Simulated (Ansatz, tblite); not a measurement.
Forces on the cluster Be3O3⁺ at its PBE0-D4/def2-SVP geometry. Total charge 1; doublet.

The xTB rows come from tblite. The structure comes from a short search, and lower isomers may exist.

GFN1-xTB (tblite), largest force 1.30 eV/Å:

```xyz
6
positions Å, forces eV/Å
Be   -0.948    0.973    0.083    0.303    0.734    0.044
Be    1.600    0.292   -0.011   -0.456   -0.083    0.006
Be   -0.544   -1.246   -0.073    0.541   -0.579   -0.048
O     0.978   -1.049   -0.088   -0.966    0.869    0.074
O    -1.631   -0.298    0.011    1.176    0.214   -0.007
O     0.545    1.327    0.079   -0.598   -1.155   -0.068
```

GFN2-xTB (tblite), largest force 1.62 eV/Å:

```
Be 0.593 0.209 0.003
Be -1.161 -0.212 0.011
Be 0.627 0.015 -0.010
O -1.070 1.184 0.096
O 1.595 0.291 -0.010
O -0.584 -1.487 -0.091
```

ωB97X-V/def2-TZVP (Ansatz), largest force 0.64 eV/Å:

```
Be 0.199 -0.544 -0.040
Be -0.633 -0.116 0.005
Be -0.008 0.580 0.039
O -0.078 0.547 0.038
O 0.403 0.072 -0.002
O 0.118 -0.540 -0.038
```
